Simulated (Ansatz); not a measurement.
`O[Si@@H](Cl)[Si@@H](O)Cl` → Cl• + `O[SiH][SiH](O)Cl`•  (homolysis of the Cl–Si bond)

Isolated molecules relaxed with PBE0-D4/def2-TZVP in Ansatz; ΔE leaves out vibrations. CCSD(T)/CBS is the MP2 limit (def2-TZVPP, def2-QZVPP) plus CCSD(T) − MP2 in def2-TZVPP, frozen cores. This one scheme is used for every species, atoms too. Functionals use def2-TZVPP. No spin–orbit coupling; open shells (•) take unrestricted orbitals. Spin–orbit coupling would lower the free atoms: a little for Cl. Each species was taken in one conformer, which may not be the lowest.

```csv
level,ΔE (eV)
PBE0-D4,4.80
ωB97X-V,4.92
B2PLYP,4.73
r2SCAN,4.77
PBE0,4.74
CCSD(T)/def2-TZVPP,4.75
HF/def2-QZVPP,3.73
CCSD/CBS(def2),4.84
```

What does CCSD(T)/CBS give? (Estimate.)

Ansatz gave: +4.94 eV. The listed levels differ from it by -0.14, -0.02, -0.21, -0.17, -0.20, -0.19, -1.21, -0.10 eV.

Largest T1 diagnostic among the species: 0.014.

In def2-TZVPP, CCSD(T) changes the Hartree–Fock value by +1.02 eV (the triples alone add +0.10 eV) and MP2 by +1.27 eV; breaking electron pairs costs correlation energy, which Hartree–Fock lacks. The D4 term adds +0.12 eV with B3LYP and +0.07 eV with PBE0; it sums over pairs of atoms, weighted by their polarisabilities, and B3LYP, whose exchange is more repulsive, gets the larger term.

B3LYP here is the variant with VWN-RPA as its local correlation; programs differ in this.

CCSD(T)/CBS has its own doubt, a few kJ/mol and more with outer-core shells, so smaller differences from it don't rank the levels.
